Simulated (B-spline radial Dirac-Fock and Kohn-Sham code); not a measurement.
**Binding energies of Pr³⁺**

System: the Pr³⁺ ion, configuration [Xe] 6s2 (an excited configuration); nuclear rms radius 4.8919 fm (A = 141).

Model: Dirac-Fock (average of configuration) total-energy differences with a finite nucleus, the Breit interaction including its frequency dependence, and self-energy and vacuum-polarisation corrections. Program: a radial atomic solver. No correlation. Energies are counted from the vacuum level.

All terms are in eV, carry their sign (relaxation lowers the binding energy) and add up to the binding energy; ⟨r⟩ is the mean radius of the orbital in the initial state.

```tsv
subshell	−ε (Koopmans)	relaxation	Gaunt	retardation	QED	binding energy	⟨r⟩ (bohr)
1s	42284.2	-69.68	-119.15	10.08	-55.99	42049.4	0.024
2s	6960.1	-36.71	-11.66	0.74	-7.35	6905.2	0.102
2p1/2	6563.3	-40.68	-20.55	2.29	0.41	6504.8	0.086
2p3/2	6079.8	-38.89	-14.62	2.83	-0.41	6028.7	0.092
3s	1596.8	-15.70	-1.75	0.07	-1.57	1577.8	0.271
3p1/2	1427.3	-16.39	-3.33	0.33	0.09	1408.0	0.261
3p3/2	1329.3	-15.67	-2.18	0.45	-0.07	1311.9	0.273
3d3/2	1037.3	-17.61	-1.10	0.06	0.17	1018.8	0.245
3d5/2	1016.5	-17.31	-0.61	0.07	0.11	998.7	0.248
4s	383.3	-5.55	-0.28	0.01	-0.35	377.2	0.616
4p1/2	317.0	-5.43	-0.59	0.06	0.04	311.0	0.634
4p3/2	295.2	-5.14	-0.34	0.09	0.00	289.8	0.658
4d3/2	183.7	-4.87	-0.06	0.00	0.05	178.8	0.705
4d5/2	179.7	-4.78	0.03	0.00	0.04	175.0	0.714
5s	90.90	-1.17	-0.04	0.00	-0.06	89.63	1.404
5p1/2	68.07	-1.12	-0.09	0.01	0.01	66.89	1.533
5p3/2	64.09	-1.03	-0.04	0.01	0.01	63.04	1.594
6s	27.21	-0.12	-0.01	0.00	-0.01	27.07	3.157
```

For the deepest level, K (1s), the Breit terms make up -0.259 % of the binding energy, QED -0.133 % and orbital relaxation -0.166 %.

Spin-orbit splittings: 2p 476.1 eV, 3p 96.12 eV, 3d 20.05 eV, 4p 21.27 eV, 4d 3.76 eV, 5p 3.85 eV.

Values without a named source are computed, but for edge energies of neutral atoms, which are taken from tables.
